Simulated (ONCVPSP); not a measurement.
## Varying the ONCV potential for Ta

Base potential:

* Element: Ta (Z = 73)
* Generator: ONCVPSP 4.0.1
* Type: optimised norm-conserving Vanderbilt (ONCV)
* Functional: PBE
* Relativity: scalar-relativistic
* Frozen core: [Kr] 4d10 4f14 5s2
* Valence charge: 11
* Reference configuration: 5p6 5d3 6s2
* Partial waves: 6s: rc 3.05 bohr, ncon 4, nbas 8, qcut 2.2 1/bohr, 2 projectors, debl 0.4 Ha; 5p: rc 1.85 bohr, ncon 4, nbas 7, qcut 8.6 1/bohr, 3 projectors, debl 3 Ha; 5d: rc 2.00 bohr, ncon 5, nbas 9, qcut 4.4 1/bohr, 1 projector
* Local potential: polynomial inside 1.80 bohr (lpopt 5, dvloc0 0 Ha)
* Core correction: Teter function fitted to the true core (icmod 2), fcfact 0.5

Cutoffs, loose and tight: the cutoffs (Ha) at which the residual kinetic energy of the hardest occupied pseudo-wave falls to 1 and 0.1 mHa per electron. They do not see the model core or the augmentation charge, which bear on the density cutoff. Test errors are all-electron minus pseudo excitation energies from the reference, over the configurations 5p6 5d3 6s1; 5p6 5d3 6s0; 5p6 5d2 6s0; 5p6 5d2 6s2. A dash means not determined; rows that change the core or the reference have their own tests.

A true bound ghost makes a file unfit for plane-wave use even where its test errors are small: the radial tests pick states by their node count and pass the ghost by.

| change | outcome | cutoff, loose | cutoff, tight | bound ghosts | GHOST(+) flags above zero | largest test error (meV) |
| --- | --- | --- | --- | --- | --- | --- |
| base | generated | 21 Ha | 64 Ha | s | none | -21 |
| local potential polynomial inside 1.80 bohr (lpopt 5, dvloc0 -2.5 Ha) | generated | 21 Ha | 64 Ha | s | none | -21 |
| local potential polynomial inside 1.80 bohr (lpopt 5, dvloc0 -0.5 Ha) | generated | 21 Ha | 64 Ha | s | none | -21 |
| local potential polynomial inside 1.80 bohr (lpopt 5, dvloc0 1 Ha) | generated | 21 Ha | 64 Ha | s | none | -22 |
| local potential polynomial inside 1.80 bohr (lpopt 5, dvloc0 2.5 Ha) | generated | 21 Ha | 64 Ha | none | s | -24 |
| local potential polynomial inside 1.80 bohr (lpopt 5, dvloc0 4.5 Ha) | generated | 21 Ha | 64 Ha | none | s, p | -26 |
| local potential polynomial inside 1.80 bohr (lpopt 5, dvloc0 6 Ha) | generated | 21 Ha | 64 Ha | none | p | -27 |
| local potential polynomial inside 1.80 bohr (lpopt 5, dvloc0 8 Ha) | generated | 21 Ha | 64 Ha | none | none | -28 |
| local potential polynomial inside 1.80 bohr (lpopt 5, dvloc0 9.5 Ha) | generated | 21 Ha | 64 Ha | none | none | -29 |

Reading the sweep of the dvloc0 (base included, trends over the rows without a ghost): The loose cutoff stays near 21 Ha. The median size of the test errors (rows with all tests solved) stays near 13.8 meV. Bound ghosts are found at -2.5, -0.5, 0, 1 Ha.
